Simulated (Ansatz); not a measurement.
Pt(Cl)(CO)2 (C2ClO2Pt), SMILES [O+]#[C-]->[Pt](<-[C-]#[O+])[Cl] (connectivity only; charge and spin as stated), neutral, multiplicity 2.

The structure is a stationary point at PBE-D3(BJ)/def2-SVP. The multiplicity is an assumed one; no other spin state was optimised. The isomer is the one that the SMILES or the coordinates give; other isomers of the formula were not compared. The def2 effective core potentials stand for the cores of Pt; spin–orbit coupling is left out.

Two levels are set side by side: PBE/def2-SVPD (Ansatz, a quantum-chemistry and plane-wave program) and PBE0/def2-SVPD (Ansatz). Energy differences of separate SCF runs at the same geometry; the states with an electron removed or added have multiplicity 1 and 1. Differences are taken from unrounded values.

```tsv
quantity	PBE0
vertical ionisation energy (eV)	9.15
vertical electron affinity (eV)	2.66
```

**Question.** What does PBE give, and how far is it from PBE0? (The exact figures need the calculation; the answer reports its results.)

**Answer.** 
```
quantity                          PBE  PBE minus PBE0
-------------------------------  ----  --------------
vertical ionisation energy (eV)  8.92           -0.23
vertical electron affinity (eV)  2.64           -0.02
```
